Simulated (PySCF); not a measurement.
SMILES c1(sccc1)C=C, GFN2-xTB optimised geometry.

```
13

C      2.29    -1.71     0.00
C      0.96    -1.76     0.00
C      0.09    -0.62     0.00
C     -1.28    -0.62     0.00
C     -1.83     0.68     0.00
C     -0.89     1.65     0.00
S      0.71     1.01     0.00
H      2.89    -2.61     0.00
H      2.82    -0.77     0.00
H      0.45    -2.72     0.00
H     -1.86    -1.52     0.00
H     -2.89     0.87     0.00
H     -1.03     2.72     0.00
```

Density from PBE0/def2-TZVP (PySCF) at that geometry.

Minimum of the electron density along straight lines between bonded atoms, close to the bond critical point (lines longer than 1.1 times the sum of covalent radii, or with two minima, are not listed):

```json
[
 {"bond": "C1–C2", "length / Å": "1.329", "ρ at the minimum / e bohr⁻³": "0.353", "∇²ρ there / e bohr⁻⁵": "-1.09", "position (fraction from the first atom)": "0.49"},
 {"bond": "C2–C3", "length / Å": "1.438", "ρ at the minimum / e bohr⁻³": "0.291", "∇²ρ there / e bohr⁻⁵": "-0.84", "position (fraction from the first atom)": "0.49"},
 {"bond": "C3–C4", "length / Å": "1.370", "ρ at the minimum / e bohr⁻³": "0.328", "∇²ρ there / e bohr⁻⁵": "-0.96", "position (fraction from the first atom)": "0.51"},
 {"bond": "C4–C5", "length / Å": "1.408", "ρ at the minimum / e bohr⁻³": "0.307", "∇²ρ there / e bohr⁻⁵": "-0.88", "position (fraction from the first atom)": "0.50"},
 {"bond": "C5–C6", "length / Å": "1.358", "ρ at the minimum / e bohr⁻³": "0.334", "∇²ρ there / e bohr⁻⁵": "-0.99", "position (fraction from the first atom)": "0.49"},
 {"bond": "C3–S7", "length / Å": "1.741", "ρ at the minimum / e bohr⁻³": "0.209", "∇²ρ there / e bohr⁻⁵": "-0.41", "position (fraction from the first atom)": "0.48"},
 {"bond": "C6–S7", "length / Å": "1.717", "ρ at the minimum / e bohr⁻³": "0.218", "∇²ρ there / e bohr⁻⁵": "-0.46", "position (fraction from the first atom)": "0.48"},
 {"bond": "C1–H8", "length / Å": "1.076", "ρ at the minimum / e bohr⁻³": "0.288", "∇²ρ there / e bohr⁻⁵": "-1.03", "position (fraction from the first atom)": "0.65"},
 {"bond": "C1–H9", "length / Å": "1.078", "ρ at the minimum / e bohr⁻³": "0.287", "∇²ρ there / e bohr⁻⁵": "-1.02", "position (fraction from the first atom)": "0.64"},
 {"bond": "C2–H10", "length / Å": "1.083", "ρ at the minimum / e bohr⁻³": "0.286", "∇²ρ there / e bohr⁻⁵": "-1.02", "position (fraction from the first atom)": "0.65"},
 {"bond": "C4–H11", "length / Å": "1.076", "ρ at the minimum / e bohr⁻³": "0.288", "∇²ρ there / e bohr⁻⁵": "-1.04", "position (fraction from the first atom)": "0.65"},
 {"bond": "C5–H12", "length / Å": "1.076", "ρ at the minimum / e bohr⁻³": "0.289", "∇²ρ there / e bohr⁻⁵": "-1.04", "position (fraction from the first atom)": "0.65"},
 {"bond": "C6–H13", "length / Å": "1.072", "ρ at the minimum / e bohr⁻³": "0.291", "∇²ρ there / e bohr⁻⁵": "-1.06", "position (fraction from the first atom)": "0.65"}
]
```
